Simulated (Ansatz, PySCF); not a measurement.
Si(Me)(vinyl)(OH)2 (C3H8O2Si), SMILES [Si](O)(O)(C)C=C. Atoms are numbered in the order given.

```xyz
14

C      2.4261    -0.3073     0.1756
C      1.2450    -0.8776    -0.0929
Si    -0.3691     0.0616    -0.0121
C     -1.6670    -0.8808     0.9273
O     -0.9917     0.3201    -1.5292
O     -0.0591     1.5688     0.6400
H      2.4914     0.7484     0.4642
H      3.3745    -0.8539     0.1166
H      1.2391    -1.9371    -0.3845
H     -2.6181    -0.3268     0.9338
H     -1.3610    -1.0589     1.9701
H     -1.8467    -1.8606     0.4579
H     -0.4158     0.7921    -2.1377
H      0.2162     1.5979     1.5599
```
Charge 0, spin multiplicity 1.

Geometry optimised at PBE0-D3(BJ)/def2-SVP. The values are those of a single conformer.

Two levels are set side by side: PBE-D3(BJ)/def2-SVP (Ansatz, a program for electronic structure) and PBE0-D3(BJ)/def2-SVP (Ansatz). Each level has its own optimised geometry; the coordinates shown are those of the second. Frequencies come from the Hessian of PySCF at each geometry. Differences are taken from unrounded values.

```tsv
quantity	PBE0-D3(BJ)
mean bond length (Å)	1.301
bond C1–C2 (Å)	1.339
bond C2–Si3 (Å)	1.869
bond Si3–C4 (Å)	1.859
bond Si3–O5 (Å)	1.660
bond Si3–O6 (Å)	1.671
bond C1–H7 (Å)	1.096
bond C1–H8 (Å)	1.096
bond C2–H9 (Å)	1.099
bond C4–H10 (Å)	1.101
bond C4–H11 (Å)	1.101
bond C4–H12 (Å)	1.101
bond O5–H13 (Å)	0.962
bond O6–H14 (Å)	0.961
highest harmonic wavenumber (cm⁻¹)	3945
mean harmonic wavenumber (cm⁻¹)	1319
zero-point energy (kcal/mol)	67.87
```

What does PBE-D3(BJ) give, and how far is it from PBE0-D3(BJ)? (Estimate from the structure and the level; the computed values follow.)


```
quantity                            PBE-D3(BJ)  PBE-D3(BJ) minus PBE0-D3(BJ)
----------------------------------  ----------  ----------------------------
mean bond length (Å)                     1.312                         0.011
bond C1–C2 (Å)                           1.349                         0.010
bond C2–Si3 (Å)                          1.880                         0.011
bond Si3–C4 (Å)                          1.870                         0.011
bond Si3–O5 (Å)                          1.677                         0.017
bond Si3–O6 (Å)                          1.689                         0.018
bond C1–H7 (Å)                           1.105                         0.008
bond C1–H8 (Å)                           1.104                         0.008
bond C2–H9 (Å)                           1.107                         0.008
bond C4–H10 (Å)                          1.108                         0.008
bond C4–H11 (Å)                          1.109                         0.008
bond C4–H12 (Å)                          1.109                         0.008
bond O5–H13 (Å)                          0.973                         0.011
bond O6–H14 (Å)                          0.972                         0.012
highest harmonic wavenumber (cm⁻¹)        3770                          -174
mean harmonic wavenumber (cm⁻¹)           1276                           -43
zero-point energy (kcal/mol)             65.66                         -2.21
```

Exact exchange shortens and stiffens bonds; PBE has none. Differences between two approximate levels are no errors against the true value.
